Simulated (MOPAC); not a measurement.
MOPAC input (PM6):

```
PM6 1SCF CHARGE=-1 GEO-OK AUX(PRECISION=9) THREADS=1
HClFSi

Si   -0.78938600 1   -0.50066100 1   -0.22796900 1
F    -1.35647200 1    1.07059600 1   -0.03395900 1
Cl    1.42786300 1   -0.09936500 1    0.13243300 1
H    -1.01401000 1   -0.93690900 1    1.24582900 1
```

From the output:

```
                                                       MOPAC v23.2.5 Linux

          FINAL HEAT OF FORMATION =       -131.35259 KCAL/MOL =    -549.57923 KJ/MOL

          COSMO AREA              =        104.25 SQUARE ANGSTROMS
          COSMO VOLUME            =         92.01 CUBIC ANGSTROMS

          IONIZATION POTENTIAL    =          2.856558 EV
          HOMO LUMO ENERGIES (EV) =         -2.857  3.850
          NO. OF FILLED LEVELS    =         10
          MOLECULAR WEIGHT        =         83.5448         POINT GROUP:  C1

          MOLECULAR DIMENSIONS (Angstroms)

            Atom       Atom       Distance
           Cl     3    F     2     3.02473
            H     4    F     2     2.10586
            F     2   Si     1     0.91943

          SCF CALCULATIONS        =          1

   ATOM   CHEMICAL          X               Y               Z
  NUMBER   SYMBOL      (ANGSTROMS)     (ANGSTROMS)     (ANGSTROMS)

     1      Si         -0.78938600  *  -0.50066100  *  -0.22796900  *
     2       F         -1.35647200  *   1.07059600  *  -0.03395900  *
     3      Cl          1.42786300  *  -0.09936500  *   0.13243300  *
     4       H         -1.01401000  *  -0.93690900  *   1.24582900  *

                             CARTESIAN COORDINATES

   1   Si       -0.789386000    -0.500661000    -0.227969000
   2    F       -1.356472000     1.070596000    -0.033959000
   3   Cl        1.427863000    -0.099365000     0.132433000
   4    H       -1.014010000    -0.936909000     1.245829000

           Empirical Formula: H Si F Cl  =     4 atoms

      MOLECULAR POINT GROUP   :   C1

                  EIGENVALUES
 -34.03795 -21.69876 -12.81398 -10.19647 -10.05492  -9.11772  -7.26094  -6.57439
  -6.33264  -2.85656   3.85022   4.19234   6.01249   6.71989   7.08530   7.20708
   8.38147   9.25214  98.19145  98.26866  98.29658  98.59773  98.59826

              NET ATOMIC CHARGES AND DIPOLE CONTRIBUTIONS

  ATOM NO.   TYPE          CHARGE      No. of ELECS.   s-Pop       p-Pop       d-Pop
    1         Si          -0.055593        4.0556     1.75094     1.79727     0.50738
    2          F          -0.456121        7.4561     1.94036     5.51576
    3         Cl          -0.479931        7.4799     1.99563     5.48281     0.00149
    4          H          -0.008355        1.0084     1.00835
 DIPOLE           X         Y         Z       TOTAL
 POINT-CHG.     0.027    -1.841    -0.283     1.863
 HYBRID         0.921     1.587     1.361     2.285
 SUM            0.949    -0.255     1.078     1.459

          ATOMIC ORBITAL ELECTRON POPULATIONS

     Atom    s        px        py        pz      x^2-y^2     xz        z^2       yz        xy
    1 Si   1.75094   0.38269   0.33352   1.08106   0.12423   0.03713   0.11561   0.12943   0.10098
    2  F   1.94036   1.87058   1.71506   1.93012
    3 Cl   1.99563   1.59649   1.92662   1.95970   0.00065   0.00029   0.00024   0.00003   0.00028
    4  H   1.00835

 **********************
 *                    *
 * JOB ENDED NORMALLY *
 *                    *
 **********************

 == MOPAC DONE ==
```

The dipole moment of an ion depends on the origin.

The geometry given is a B3LYP-D3(BJ)/def2-TZVP minimum.
